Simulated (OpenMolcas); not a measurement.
A calculation on Zr III.

```json
{
  "Program": "OpenMolcas 26.06",
  "Method": "RASSCF",
  "Basis": "ANO-RCC-VTZP [7s6p4d2f1g]",
  "Scalar Hamiltonian": "DKH2, point nucleus",
  "Active space": "8 electrons in 8 orbitals (RAS1 4p, at most 2 holes; RAS2 4d)",
  "State averaging": "2S+1 = 3 even, 10 roots; 2S+1 = 1 even, 15 roots",
  "Spin-orbit coupling": "state interaction with AMFI integrals over the reference wave functions, term energies averaged over their components"
}
```

(1) Which level of the active space comes out lowest?

(2) How high does 4d2 1D2 lie?

(3) How high does 4d2 3P0 lie?

(4) How high does 4d2 3F4 lie?

Measured values: Moore, Atomic Energy Levels, vol. II, NSRDS-NBS 35 (1971 reprint of NBS Circular 467, 1952); NIST levels as listed in Rynkun, Gaigalas and Jonsson, Astron. Astrophys. 637, A10 (2020).

## Answers

(1) 4d2 3F2, with 99 % of that term; it is also the measured ground level.

(2) 8766 cm-1 above the lowest level; measured 5742 cm-1 above the ground level, so the calculation is off by +53 %.

(3) 9966 cm-1 above the lowest level; measured 8062 cm-1 above the ground level, so the calculation is off by +24 %.

(4) 1651 cm-1 above the lowest level; measured 1486 cm-1 above the ground level, so the calculation is off by +11 %.

Without dynamic correlation excited terms often stand tens of per cent too high (terms of higher spin than the ground term too low), and those without a measured partner can miss by more than the paired ones. Active for correlation alone: 4p; no level in the range computed is led by a configuration that opens it, so any true level of that kind is missing. Computed and measured levels are paired by configuration, term and J; levels that our copy of the source lacks, or whose pairing is in doubt (as where it misses far off the trend of its configuration), stay unpaired and out of the deviations. Only configurations of the active space appear.
